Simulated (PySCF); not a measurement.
SMILES C=C[Si](C)(N)OCC (C5H13NOSi) at its GFN2-xTB optimised geometry (Å):

```
21

C     -2.1151    -1.0323    -2.7120
C     -1.9801    -1.5024    -1.4815
Si    -1.3521    -0.4840     0.0000
C     -1.8426    -1.2889     1.6355
N     -1.9234     1.1535     0.0000
O      0.2763    -0.4840     0.0000
C      1.1420    -0.1094    -1.0345
C      2.5182    -0.7102    -0.7896
H     -1.9098     0.0004    -2.9509
H     -2.4418    -1.6420    -3.5421
H     -2.2105    -2.5492    -1.3190
H     -2.9218    -1.3371     1.7261
H     -1.4626    -0.7219     2.4768
H     -1.4569    -2.2987     1.7136
H     -1.5646     1.7945    -0.6895
H     -2.9036     1.3276     0.1467
H      0.7436    -0.4548    -1.9972
H      1.2084     0.9856    -1.0670
H      2.4488    -1.7945    -0.7684
H      2.9036    -0.3700     0.1676
H      3.2029    -0.4111    -1.5788
```

Method: B3LYP/def2-SVP (PySCF). Cells within 0.4 Å of a nucleus heavier than hydrogen are left out (blank, or x).

Map of the electron localisation function on the plane z = 0.0 Å:

```
|00000000000000000000000000000|
|00000000000000000000000000000|
|00000000000000000000000000000|
|00000000000000000000000000000|
|00000000000000000000000000000|
|00000000000000000000000000000|
|00000000011000000000000000000|
|00001210134310000000000000000|
|00037863467520000110000000000|
|00189997688620000341000000000|
|00289999xx7620000241000000000|
|00179998xx6610000010000000000|
|00037877778611210000003420000|
|00001235896324763110169973000|
|00000013402118887311499995100|
|0000000105xx08xx7511699996100|
|0000000113xx08xx8501699984000|
|00000002300027888301467751000|
|00000001232124787101554210000|
|00000000111101453003886200000|
|00000000000000010006998410000|
|00000000000000000006998400000|
|00000000000000000002665200000|
|00000000000000000000010000000|
|00000000000000000000000000000|
|00000000000000000000000000000|
|00000000000000000000000000000|
|00000000000000000000000000000|
|00000000000000000000000000000|
```
Scale: ten equal steps from 0.000 (start of '0') to 0.999 (end of '9'), in the order '0123456789'; x runs from -5.00 to 5.00, y from -5.00 (bottom) to 5.00 (top).
